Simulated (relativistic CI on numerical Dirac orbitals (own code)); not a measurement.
**Rh⁴⁺ (4d5) in a crystal field**

Calculated by Dirac-Coulomb-Breit CI, KLI orbitals optimised for each configuration, model QED, valence Slater integrals scaled by 0.7, one configuration in a parametric crystal field (own radial code).

Field parameters in Wybourne normalisation: Td as Oh with Dq negative (B⁴₀ = 21Dq, B⁴₄ = √(5/14) B⁴₀). The field is a parameter set, without covalency.

S is read from ⟨S²⟩ = S(S + 1).

Site symmetry Td; labels are those of the double group. Computed levels in cm⁻¹ above the lowest, in rising order:

| Δ (size of 10Dq) | Lowest | No. 2 | No. 3 | No. 4 | No. 5 | No. 6 | No. 7 | No. 8 |
| --- | --- | --- | --- | --- | --- | --- | --- | --- |
| 3200 | Γ8 | 0 Γ7 | 18862 Γ8 | 19258 Γ7 | 19339 Γ6 | 19387 Γ8 | 20611 Γ6 | 20638 Γ8 |
| 5800 | Γ8 | 0 Γ7 | 16553 Γ8 | 16938 Γ7 | 17064 Γ6 | 17175 Γ8 | 19716 Γ6 | 19733 Γ8 |
| 8400 | Γ7 | 0 Γ8 | 13935 Γ8 | 14413 Γ7 | 14660 Γ6 | 14818 Γ8 | 17992 Γ8 | 18370 Γ6 |
| 10950 | Γ7 | 1 Γ8 | 10938 Γ8 | 11710 Γ7 | 12268 Γ6 | 12450 Γ8 | 14912 Γ8 | 16682 Γ6 |
| 13550 | Γ7 | 3 Γ8 | 7223 Γ8 | 8562 Γ7 | 9835 Γ6 | 10029 Γ8 | 11747 Γ8 | 13225 Γ7 |
| 16100 | Γ8 | 2 Γ7 | 3131 Γ8 | 4989 Γ7 | 7515 Γ6 | 7718 Γ8 | 9158 Γ8 | 10109 Γ7 |
| 18700 | Γ8 | 1166 Γ7 | 1910 Γ8 | 2930 Γ7 | 6815 Γ6 | 7026 Γ8 | 8493 Γ8 | 9116 Γ7 |

Ground-state S against |10Dq| in cm⁻¹: 3200: 2.48, 5800: 2.48, 8400: 2.48, 10950: 2.47, 13550: 2.45, 16100: 2.40, 18700: 0.86.

The spin changes between |10Dq| = 16100 and 18700 cm⁻¹.
